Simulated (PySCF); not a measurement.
Vertical excitations of a molecule C₄H₅Si, multiplicity 2 from PySCF with TDA-M06-2X/def2-SVPD, as energy in eV (oscillator strength): 2.76 (0.002), 3.08 (0.000), 3.14 (0.000), 4.93 (0.083), 5.21 (0.001), 5.38 (0.002), 5.54 (0.000), 5.81 (0.004), 5.93 (0.002), 6.13 (0.001). The structure is a stationary point at B3LYP-D3(BJ)/def2-SVP. One conformer was computed; it need not be the lowest.

Problem. Identify the compound among the candidates.
(A) C1=C[SiH]C=C1
(B) [C]1=CC=C[SiH2]1
(C) [C]1=C[SiH2]C=C1

Solution. C, [C]1=C[SiH2]C=C1
